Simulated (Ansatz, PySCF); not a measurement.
N-dimethylsilylethanamine (C4H13NSi), SMILES N([SiH](C)C)CC. Atoms are numbered in the order given.

```xyz
19

C      2.4510    -0.5728     0.9319
C      1.5723     0.6427     0.6655
N      0.8287     0.5819    -0.5705
Si    -0.8325     0.0988    -0.7288
C     -1.9569     1.2976     0.1825
C     -1.1728    -1.6395    -0.0870
H      3.0035    -0.4711     1.8798
H      1.8473    -1.4924     0.9801
H      3.1917    -0.7039     0.1262
H      0.8554     0.7618     1.4970
H      2.1971     1.5558     0.6938
H      1.4094     0.5631    -1.4007
H     -1.1039     0.1464    -2.2012
H     -3.0155     1.0187     0.0587
H     -1.7408     1.3001     1.2632
H     -1.8213     2.3237    -0.1914
H     -0.9430    -1.7110     0.9889
H     -2.2316    -1.9151    -0.2191
H     -0.5563    -2.3847    -0.6132
```

The structure is a stationary point at PBE0-D3(BJ)/def2-SVP. One conformer was computed; it need not be the lowest.

Two levels are set side by side: PBE-D3(BJ)/def2-SVP (Ansatz, a quantum-chemistry and plane-wave program) and PBE0-D3(BJ)/def2-SVP (Ansatz). Each level has its own optimised geometry; the coordinates shown are those of the second. Frequencies come from the Hessian of PySCF at each geometry. Differences are taken from unrounded values.

```tsv
quantity	PBE0-D3(BJ)	PBE-D3(BJ)	PBE-D3(BJ) minus PBE0-D3(BJ)
mean bond length (Å)	1.284	1.293	0.009
bond C1–C2 (Å)	1.523	1.534	0.010
bond C2–N3 (Å)	1.444	1.454	0.010
bond N3–Si4 (Å)	1.737	1.752	0.015
bond Si4–C5 (Å)	1.879	1.890	0.011
bond Si4–C6 (Å)	1.884	1.897	0.013
bond C1–H7 (Å)	1.102	1.110	0.008
bond C1–H8 (Å)	1.101	1.109	0.008
bond C1–H9 (Å)	1.102	1.111	0.008
bond C2–H10 (Å)	1.104	1.113	0.008
bond C2–H11 (Å)	1.107	1.116	0.009
bond N3–H12 (Å)	1.013	1.023	0.009
bond Si4–H13 (Å)	1.498	1.508	0.010
bond C5–H14 (Å)	1.102	1.110	0.008
bond C5–H15 (Å)	1.102	1.110	0.008
bond C5–H16 (Å)	1.101	1.108	0.008
bond C6–H17 (Å)	1.102	1.110	0.008
highest harmonic wavenumber (cm⁻¹)	3643	3513	-130
mean harmonic wavenumber (cm⁻¹)	1422	1378	-44
zero-point energy (kcal/mol)	103.70	100.49	-3.21
```

GGA bonds tend to be longer and softer than those of functionals with exact exchange. Differences between two approximate levels are no errors against the true value.
